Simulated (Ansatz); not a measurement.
Computed with Ansatz on PBE0-D4/def2-TZVP structures; ΔE is electronic, products minus reactants. CCSD(T)/CBS is the MP2 limit (def2-TZVPP, def2-QZVPP) plus CCSD(T) − MP2 in def2-TZVPP, frozen cores. This one scheme is used for every species, atoms too. DFT in def2-TZVPP. No spin–orbit coupling; open shells (•) take unrestricted orbitals. Spin–orbit coupling would lower the free atoms: a little for C, F, O; clearly for Ga. For Ga outer-core shells are correlated without core-valence functions, so the limit isn't a true one: a few kJ/mol of doubt a bond, and 10 to 20 or more in all where bonds break to atoms. Scalar relativity is left out up to krypton. Each species was taken in one conformer, which may not be the lowest.

`CC[O][Ga]([CH3])[F]` → 3 C• + F• + Ga• + 8 H• + O•  (atomization)

| level | ΔE (kJ/mol) |
| --- | --- |
| ωB97X-V | 5306.9 |
| CCSD(T)/def2-TZVPP | 5198.3 |

What does CCSD(T)/CBS give? (Estimate.)

The calculation gave: +5311.7 kJ/mol. The listed levels differ from it by -4.8, -113.4 kJ/mol.

Largest T1 diagnostic among the species: 0.013.

The D4 term adds +42.0 kJ/mol with B3LYP and +22.2 kJ/mol with PBE0; it sums over pairs of atoms, weighted by their polarisabilities, and B3LYP, whose exchange is more repulsive, gets the larger term. In def2-TZVPP, CCSD(T) changes the Hartree–Fock value by +1292.6 kJ/mol (the triples alone add +72.8 kJ/mol) and MP2 by +1387.6 kJ/mol; breaking electron pairs costs correlation energy, which Hartree–Fock lacks. From PBE to PBE0 (25 % exact exchange), in def2-TZVPP and without D4, ΔE moves by −87.5 kJ/mol: exact exchange takes away binding that semilocal exchange gives to molecules.

B3LYP here is the variant with VWN-RPA as its local correlation; programs differ in this.

For atomizations the MP2-based limit and the directly extrapolated one differ by several kJ/mol either way, and by 10 to 25 for some Ge, Se and Sn compounds, so smaller differences from it don't rank the levels.
